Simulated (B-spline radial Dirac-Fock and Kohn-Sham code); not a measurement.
## Binding energies of Br⁺ in different valence configurations

Calculated with a radial atomic solver, using Dirac-Fock ΔSCF + Breit + QED. The model has no electron correlation.

Reference: the tabulated ground configuration [Ar] 3d10 4s2 4p4, with 2s 1809.1 eV, 2p1/2 1618.1 eV, 3p1/2 213.5 eV, 3d3/2 89.92 eV, 3d5/2 88.89 eV, 4s 36.64 eV.

Shifts from the reference in eV.

| configuration | average energy | 2s | 2p1/2 | 3p1/2 | 3d3/2 | 3d5/2 | 4s |
| --- | --- | --- | --- | --- | --- | --- | --- |
| [Ar] 3d10 4s1 4p5 | +15.03 | +1.61 | +1.88 | +1.84 | +1.83 | +1.83 | +2.66 |
